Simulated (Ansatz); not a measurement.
Reaction (formal exchange of groups at the Al–In bond): `[AlH2][InH][Cl]` + `O[SiH2]N[SiH3]` → `O[SiH2]N[SiH2][AlH2]` + `[Cl][InH2]`

Gas-phase electronic energies from Ansatz, PBE0-D4/def2-TZVP geometries. CCSD(T)/CBS is the MP2 limit (def2-TZVPP, def2-QZVPP) plus CCSD(T) − MP2 in def2-TZVPP, frozen cores. Functionals use def2-TZVPP. B3LYP here is the variant with VWN-RPA as its local correlation; programs differ in this. Elements past krypton have def2 core potentials. For In outer-core shells are correlated without core-valence functions, which leaves a few kJ/mol of doubt a bond. One conformer a species, not always the lowest.

`[AlH2][InH][Cl]`:

Cartesian coordinates in Å:
```
Al 0.115 0.098 1.415
In 0.138 -0.452 -1.186
Cl -1.107 1.311 -2.186
H -1.064 -0.445 2.328
H 1.244 1.023 2.038
H 0.675 -1.536 -2.409
```

`O[SiH2]N[SiH3]`:

```xyz
11

O     1.633   -1.518   -0.434
Si    0.011   -1.268   -0.550
N    -0.463    0.382   -0.440
Si   -0.403    1.404    0.953
H     2.197   -1.098   -1.085
H    -0.531   -2.041    0.588
H    -0.511   -1.746   -1.858
H    -0.779    0.804   -1.301
H     0.634    2.466    0.839
H    -0.079    0.533    2.111
H    -1.709    2.081    1.177
```

`O[SiH2]N[SiH2][AlH2]`:

Z-matrix (Å, degrees):
```
Si
N 1 1.719
O 1 1.645 2 114.1
H 1 1.479 2 111.0 3 -115.8
H 1 1.489 2 105.6 3 122.7
Si 2 1.742 1 127.4 3 65.1
H 2 1.009 1 115.8 3 -113.0
H 3 0.958 1 117.6 2 56.6
Al 6 2.461 2 111.6 1 146.1
H 6 1.492 2 106.2 1 24.1
H 6 1.499 2 112.1 1 -90.2
H 9 1.593 6 119.7 2 14.7
H 9 1.589 6 121.6 2 -166.1
```

`[Cl][InH2]`:

Z-matrix (Å, degrees):
```
In
Cl 1 2.343
H 1 1.705 2 112.5
H 1 1.705 2 112.5 3 180.0
```

| species | B3LYP-D4 energy (Eh) |
| --- | --- |
| `[AlH2][InH][Cl]` | -894.73742 |
| `O[SiH2]N[SiH3]` | -713.40909 |
| `O[SiH2]N[SiH2][AlH2]` | -956.45467 |
| `[Cl][InH2]` | -651.66874 |

(1) Work out ΔE.

Largest T1 diagnostic among the species: 0.014.

## Answers

(1) ΔE = (-956.45467) + (-651.66874) − (-894.73742) − (-713.40909) = 0.02310 Eh = +0.63 eV. CCSD(T)/CBS gives +0.64 eV.
